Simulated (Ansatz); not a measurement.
A made-up structure of GaHSeO, closed shell:

```xyz
4
angstrom
O 0.0075 -1.6576 0.7502
Ga -0.2937 0.3239 -0.2798
Se 1.2060 -0.1319 0.6085
H -0.9198 1.4656 -1.0790
```

It is relaxed with PBE-D4/def2-SVP and then PBE0-D4/def2-TZVP (Ansatz 0.2.0). Atoms count as bonded within 1.22 times the sum of their covalent radii (H–H: 0.88 Å). The end point is not checked to be a true minimum.

Task: Does its bonding change? (A judgement: the text doesn't fix the answer.)

Result: By the calculation: No: no bond forms or breaks.

Where it ends: The first stage lowers the energy by 4.18 eV in 8 steps. It ends as GaHSeO ([O]1[GaH][Se]1):
```xyz
4
angstrom
O -0.1405 -1.2536 0.5007
Ga -0.2394 0.3693 -0.2754
Se 1.5524 -0.3707 0.8738
H -1.1725 1.2549 -1.0991
```

Labels in which every atom is bracketed show which atoms are joined, not bond orders.

For scale, one of the runs: PBE0-D4/def2-TZVP relaxation, 133 basis functions, launched by `ansatz run in.yaml --threads 2 --pin off --events-out ev --progress --plain --max-ram 4352MiB`. The run took about 28 s on 2 CPU threads of an Arm Neoverse V1 (shared host).
